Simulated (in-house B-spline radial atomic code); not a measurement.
Values are calculated unless marked as measured or tabulated.
**Building a PAW s channel for P, r_c = 1.98 bohr**

P, [Ne] 3s2 3p3, non-relativistic PBE, spherical and spin-unpolarised, from a B-spline radial code for spherical atoms (atomic units; all potentials screened as in the neutral atom).

Two all-electron partial waves φ1, φ2 are integrated outwards at E1 = ε(3s) = -0.510642 and E2 = E1 + 1 hartree; φ1 is the bound orbital and φ2 has unit norm inside r_c = 1.9845 bohr. Smooth partners are polynomials, r^1(a0 + a1 r² + a2 r⁴ + a3 r⁶), matched to φ and three derivatives at r_c, with no condition on the norm. The local potential is -4.39917 + (2.33709) r² + (-0.559185) r⁴ + (0.0512509) r⁶ inside 1.6248 bohr and the all-electron one outside.

```csv
wave,φ(r_c),φ'(r_c),a0,a1,a2,a3
1,0.7208606,-0.2984929,0.8464265,-0.1608413,0.009555685,3.359403e-05
2,0.1283365,-2.048631,1.97095,-0.7346638,0.07250572,-0.002250968
```

Inside r_c the overlaps are <φi φj> = [[0.60232, 0.71923], [0.71923, 1.00000]] and, for the smooth waves, [[0.77253, 1.07833], [1.07833, 1.75476]]. With χj = (Ej − T − V_local) applied to smooth wave j, the program's quadrature gives the matrix B_ij = <smooth i, χj> as [[0.71046, 1.69249], [1.33339, 3.21485]].

Question: Check the match of the first wave, and find the augmentation charges q_ij.

Answer: At r_c the four terms are 1.67973, -1.25705, 0.29412, 0.00407, which sum to 0.7209, φ1(r_c) to rounding. q_ij is the all-electron overlap less the smooth one: [[-0.17021, -0.35910], [-0.35910, -0.75476]]. The smooth first wave has a norm of 0.7725 inside r_c against 0.6023, so q11 is negative and must stay small enough for the overlap operator to be positive.

Question: B isn't symmetric. Show that D_ij = B_ij + Ej q_ij is.

Answer: Integrating by parts gives B12 − B21 = (E1 − E2) q12: 1.69249 − (1.33339) = 0.35910, and −1 × (-0.35910) = 0.35910. So D12 = 1.69249 + (0.489358)(-0.35910) = 1.51676 and D21 = 1.33339 + (-0.510642)(-0.35910) = 1.51676; D11 = 0.79738, D22 = 2.84550. The projectors, p = (B⁻¹)ᵀ χ, are dual to the smooth waves; det B = 0.027.

Solving (T + V_local + Σ p D p) ψ = E (1 + Σ p q p) ψ in a sphere of 9 bohr gives these levels:

```
all-electron  one projector  two projectors
   -0.510640      -0.510640       -0.510640
    0.023685       0.022072        0.023683
    0.311484       0.303475        0.311483
    0.759733       0.726091        0.759726
    1.356920       1.235740        1.356710
```

Question: What does the second projector gain?

Answer: With one projector the errors are 0.00, -1.61, -8.01, -33.64, -121.18 millihartree. With two the errors are 0.00, 0.00, 0.00, -0.01, -0.21 millihartree. The scattering is exact at E1 and at E2 = 0.489, and over all levels compared the largest error is 0.21 millihartree. The lowest eigenvalue of the overlap operator is 0.5895 with one and 0.1798 with two projectors. The smooth orbital alone needs a cutoff of 2.42 hartree for 1 millihartree of kinetic energy, against 13.7 for a norm-conserving Troullier-Martins orbital of the same radius; part of the gain comes from giving up the norm, part from the simpler form.
